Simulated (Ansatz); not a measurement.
Geometry optimisation, Ansatz 0.2.0, RKS PBE-D4/def2-SVP.

The input (input.yaml):

```yaml
crystal:
  periodic: [false, false, false]
  atoms:
    - { symbol: Al, position_ang: [0.244704, -0.306583, 0.292056] }
    - { symbol: S, position_ang: [1.77761, 1.34457, 0.251524] }
    - { symbol: "N", position_ang: [0.554674, -1.693163, -0.775849] }
    - { symbol: "N", position_ang: [-1.057, -0.235387, 1.503901] }
    - { symbol: H, position_ang: [0.05661, 1.815446, -1.710494] }
    - { symbol: F, position_ang: [-0.770927, 1.508076, -1.972261] }
    - { symbol: H, position_ang: [0.991952, 2.178961, 0.990579] }
    - { symbol: H, position_ang: [0.080881, -2.596158, -0.719758] }
    - { symbol: H, position_ang: [1.127061, -1.652295, -1.620654] }
    - { symbol: H, position_ang: [-1.072743, 0.395525, 2.30645] }
    - { symbol: H, position_ang: [-1.933022, -0.75889, 1.454506] }
basis:
  gaussian: { orbitals: def2-SVP }
hamiltonian:
  xc: pbe
  dispersion: d4
relax:
  f_tol: 0.03
  max_steps: 50
```

Launched with:

```bash
$ ansatz run input.yaml --threads 2 --pin off --max-ram 3072MiB --backend cpu --events-out ev --progress --plain --runs-dir out
```

Task: Where does it end, and by what steps?

Result: The run converged. After 26 steps the energy has fallen by 0.878 eV; H5 moved furthest, 1.39 Å. Parted: H5–F6 (0.92 → 2.38 Å). Joined: Al1–F6 (3.07 → 1.70 Å), S2–H5 (2.65 → 1.36 Å).

```json
{"step": "0", "energy less start (eV)": "0.0000", "largest force component (eV/Å)": "1.259", "accepted": "yes"}
{"step": "1", "energy less start (eV)": "-0.1389", "largest force component (eV/Å)": "0.787", "accepted": "yes"}
{"step": "2", "energy less start (eV)": "-0.2383", "largest force component (eV/Å)": "0.356", "accepted": "yes"}
{"step": "3", "energy less start (eV)": "-0.3513", "largest force component (eV/Å)": "0.366", "accepted": "yes"}
{"step": "4", "energy less start (eV)": "-0.3741", "largest force component (eV/Å)": "0.747", "accepted": "yes"}
{"step": "5", "energy less start (eV)": "-0.4265", "largest force component (eV/Å)": "0.341", "accepted": "yes"}
{"step": "6", "energy less start (eV)": "-0.4606", "largest force component (eV/Å)": "0.409", "accepted": "yes"}
{"step": "7", "energy less start (eV)": "-0.4860", "largest force component (eV/Å)": "0.713", "accepted": "yes"}
{"step": "8", "energy less start (eV)": "-0.5438", "largest force component (eV/Å)": "0.325", "accepted": "yes"}
{"step": "9", "energy less start (eV)": "-0.6319", "largest force component (eV/Å)": "0.783", "accepted": "yes"}
{"step": "10", "energy less start (eV)": "-0.6557", "largest force component (eV/Å)": "1.326", "accepted": "yes"}
{"step": "11", "energy less start (eV)": "-0.7720", "largest force component (eV/Å)": "0.657", "accepted": "yes"}
{"step": "12", "energy less start (eV)": "-0.8027", "largest force component (eV/Å)": "0.386", "accepted": "yes"}
{"step": "13", "energy less start (eV)": "-0.8268", "largest force component (eV/Å)": "0.236", "accepted": "yes"}
{"step": "14", "energy less start (eV)": "-0.8068", "largest force component (eV/Å)": "0.698", "accepted": "no"}
{"step": "15", "energy less start (eV)": "-0.8471", "largest force component (eV/Å)": "0.104", "accepted": "yes"}
{"step": "16", "energy less start (eV)": "-0.8568", "largest force component (eV/Å)": "0.145", "accepted": "yes"}
{"step": "17", "energy less start (eV)": "-0.8622", "largest force component (eV/Å)": "0.117", "accepted": "yes"}
{"step": "18", "energy less start (eV)": "-0.8671", "largest force component (eV/Å)": "0.076", "accepted": "yes"}
{"step": "19", "energy less start (eV)": "-0.8451", "largest force component (eV/Å)": "0.983", "accepted": "no"}
{"step": "20", "energy less start (eV)": "-0.8715", "largest force component (eV/Å)": "0.035", "accepted": "yes"}
{"step": "21", "energy less start (eV)": "-0.8734", "largest force component (eV/Å)": "0.200", "accepted": "yes"}
{"step": "22", "energy less start (eV)": "-0.8750", "largest force component (eV/Å)": "0.124", "accepted": "yes"}
{"step": "23", "energy less start (eV)": "-0.8765", "largest force component (eV/Å)": "0.068", "accepted": "yes"}
{"step": "24", "energy less start (eV)": "-0.8778", "largest force component (eV/Å)": "0.034", "accepted": "yes"}
{"step": "25", "energy less start (eV)": "-0.8779", "largest force component (eV/Å)": "0.049", "accepted": "yes"}
{"step": "26", "energy less start (eV)": "-0.8782", "largest force component (eV/Å)": "0.024", "accepted": "yes"}
```

```xyz
11
Properties=species:S:1:pos:R:3
Al -0.363 -0.183 -0.287
S 1.694 1.436 0.149
N 0.379 -1.669 -0.949
N -1.108 -0.159 1.348
H 1.184 2.086 -0.937
F -0.854 0.963 -1.450
H 1.017 2.246 1.012
H 0.752 -2.453 -0.411
H 0.424 -1.880 -1.947
H -1.659 0.630 1.696
H -1.466 -1.017 1.775
```

Whether the end is a true minimum wasn't checked by a vibrational analysis.

The run took 23 s on 2 threads of AMD EPYC 9R45 96-Core Processor (Zen 5), with other jobs on the host, peak memory 0.18 GiB.
